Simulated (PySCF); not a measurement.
# Radial density of S- (sulfur, charge -1)

wB97M-V, [Ne] 3s2 3p5, 2P determinant. All numbers are calculated (PySCF 2.14, the non-relativistic Hamiltonian (point nucleus), in aug-cc-pV(Q+d)Z with one added diffuse shell each of s, p, d, f, g type (8s7p6d4f3g, 114 functions)).

```csv
r (bohr),4πr²ρ (e/bohr),4πr²(ρα − ρβ)
0.00150,0.07210,0.0000
0.00253,0.1975,0.0000
0.00425,0.5286,0.0000
0.00715,1.364,0.0000
0.0120,3.301,0.0000
0.0202,7.193,0.0000
0.0340,13.15,0.0007
0.0572,18.03,0.0045
0.0962,16.23,0.0205
0.162,11.98,0.0625
0.272,16.30,0.0984
0.458,14.84,0.0286
0.770,4.369,0.0648
1.30,3.458,0.4505
2.18,2.618,0.4117
3.67,0.6350,0.0885
6.17,0.06042,0.0028
10.4,0.001996,-0.0003
17.4,1.402e-05,0.0000
```
